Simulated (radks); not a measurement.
Effect of the nuclear size on the bromine ion Br3+, [Ar] 3d10 4s2 4p2. Calculated with a radial shooting solver on a logarithmic mesh with Libxc functionals: Dirac Kohn-Sham, BLYP, spin-unpolarised, spherical densities, finite nucleus; open shells are shared between the two j in proportion to 2j + 1; Fermi nuclear charge, rms radius 4.1629 fm. The rms radius is varied about that value; shifts are against it.

| rms radius (fm) | total energy shift (eV) | density at nucleus (e/bohr^3) | 1s1/2 shift (meV) | 2s1/2 shift (meV) | 3p1/2 shift (meV) | 4s1/2 shift (meV) |
|---|---|---|---|---|---|---|
| 3.5718 | -0.143 | 4.492e+04 | -60.7 | -6.09 | 0.100 | -0.112 |
| 3.7882 | -0.0931 | 4.472e+04 | -39.5 | -3.96 | 0.065 | -0.073 |
| 4.1629 | 0 | 4.44e+04 | 0.000 | 0.000 | 0.000 | 0.000 |
| 4.55 | 0.105 | 4.41e+04 | 44.4 | 4.45 | -0.073 | 0.082 |
| 4.9622 | 0.226 | 4.381e+04 | 95.7 | 9.60 | -0.158 | 0.177 |

Slopes of the eigenvalues against <r^2> in GHz/fm^2, as finite differences over the two radii next to the reference (eigenvalue slopes, not the field-shift constants of lines): 1s1/2 3190, 2s1/2 320, 3p1/2 -5.28, 4s1/2 5.89.
